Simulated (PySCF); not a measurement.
Start geometry of `C[Si@H](O)[SiH2]N` from GFN2-xTB (Å):
```
atom  x, y, z in Å
C1     2.0553   -0.2237    0.3999
Si2    0.5984    0.2541   -0.7789
O3     0.2184    1.8465   -0.6210
Si4   -1.3479   -0.8104   -0.3575
N5    -2.0511   -0.1494    1.0798
H6     2.2848   -1.2449    0.3059
H7     2.9466    0.3707    0.1850
H8     1.7826   -0.0098    1.4283
H9     1.1319    0.0675   -2.1222
H10    0.9083    2.5221   -0.6495
H11   -1.2468   -2.2431   -0.0281
H12   -2.2992   -0.7590   -1.5010
H13   -2.9426   -0.4972    1.4449
H14   -2.0458    0.8615    1.2066
```

Problem. What comes out of this run: PBE0-D3(BJ)/def2-SVP geometry optimisation, gas phase (PySCF)?

Solution. 
```
atom  x, y, z in Å
C1     1.976   -0.249    0.399
Si2    0.614    0.273   -0.783
O3     0.112    1.854   -0.480
Si4   -1.372   -0.887   -0.355
N5    -1.939   -0.044    1.057
H6     2.283   -1.288    0.192
H7     2.869    0.391    0.312
H8     1.612   -0.202    1.437
H9     1.128    0.150   -2.189
H10    0.782    2.541   -0.552
H11   -1.137   -2.327   -0.015
H12   -2.288   -0.893   -1.551
H13   -2.816   -0.301    1.497
H14   -1.834    0.966    1.025
```

The energy falls by 6.9 kcal/mol over 9 energy and gradient evaluations, the largest force component goes from 0.0387 to 3.9e-04 Eh/bohr, and the atoms move by 0.168 Å rms after alignment. The bond that changes most is Si2–Si4 (oxygen-bound silicon to SiH2 silicon), which lengthens by 0.081 Å. Bonds longer at the end by more than 0.005 Å: 9 of 13; shorter: 2. Among the angles that change most is Si2–Si4–N5, from 109.0° to 100.6°. Among the dihedrals that turn most is C1–Si2–O3–H10, from 49° to 59°. Rotational constants go from 4193, 1842, 1661 to 4026, 1933, 1717 MHz. The orientation of the end geometry is arbitrary; only internal coordinates are fixed.

The run used 123 basis functions and 57 SCF cycles in all.

Not checked by PBE0-D3(BJ)/def2-SVP frequencies. One conformer, not necessarily the lowest.
